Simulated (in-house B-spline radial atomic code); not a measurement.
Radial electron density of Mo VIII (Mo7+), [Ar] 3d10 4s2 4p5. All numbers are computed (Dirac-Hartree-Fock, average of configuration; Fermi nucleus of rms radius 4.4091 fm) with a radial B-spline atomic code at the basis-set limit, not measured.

Columns: r (bohr), 4πr²n(r) (electrons per bohr), bar.

```
 0.00151    1.751 #
 0.00183    2.458 ##
 0.00222    3.437 ##
 0.00269    4.762 ###
 0.00326    6.546 ####
 0.00395    8.903 ######
 0.00478    11.94 ########
 0.00579     15.8 ###########
 0.00702    20.57 ##############
 0.00851     26.2 ##################
  0.0103    32.46 ######################
  0.0125    39.09 ##########################
  0.0152    45.41 ###############################
  0.0184    50.33 ##################################
  0.0223    53.16 ####################################
   0.027    53.29 ####################################
  0.0327    50.97 ##################################
  0.0396    47.51 ################################
   0.048    45.25 ##############################
  0.0582    46.58 ###############################
  0.0705    52.29 ###################################
  0.0855     60.2 ########################################
   0.104    65.43 ############################################
   0.126     63.3 ###########################################
   0.152    54.38 #####################################
   0.184    44.22 ##############################
   0.223    40.44 ###########################
   0.271    44.78 ##############################
   0.328    49.86 ##################################
   0.398    46.83 ###############################
   0.482    34.69 #######################
   0.584    20.78 ##############
   0.708    12.46 ########
   0.858    10.11 #######
    1.04    9.134 ######
    1.26    6.594 ####
    1.53    3.302 ##
    1.85    1.112 #
    2.24   0.2315 
    2.72  0.02663 
     3.3 0.001571 
    3.99 4.432e-05
```

On this grid the curve has 3 maxima, near 0.027, 0.104, 0.328 bohr.

The 4s1/2 radial function P(r) = rR(r), positive near the nucleus, with its small component Q(r) (sign convention: Q ≈ (P' + κP/r)/2c):

| r (bohr) | P | Q |
| --- | --- | --- |
| 0.000476 | 0.01773 | -0.002764 |
| 0.000699 | 0.02532 | -0.003983 |
| 0.00103 | 0.0361 | -0.00572 |
| 0.00151 | 0.05087 | -0.00812 |
| 0.00222 | 0.07115 | -0.01146 |
| 0.00326 | 0.0979 | -0.01599 |
| 0.00478 | 0.1315 | -0.02191 |
| 0.00702 | 0.1707 | -0.02937 |
| 0.0103 | 0.2095 | -0.03797 |
| 0.0152 | 0.2347 | -0.04665 |
| 0.0223 | 0.2208 | -0.05252 |
| 0.0327 | 0.1359 | -0.05157 |
| 0.048 | -0.04101 | -0.03927 |
| 0.0705 | -0.2697 | -0.01454 |
| 0.104 | -0.3941 | 0.01457 |
| 0.152 | -0.1977 | 0.02921 |
| 0.223 | 0.3097 | 0.01751 |
| 0.328 | 0.615 | -0.008081 |
| 0.482 | 0.1297 | -0.01808 |
| 0.708 | -0.8087 | -0.006465 |
| 1.04 | -1.13 | 0.005729 |
| 1.53 | -0.6161 | 0.005473 |
| 2.24 | -0.1322 | 0.001397 |
| 3.3 | -0.007727 | 8.897e-05 |
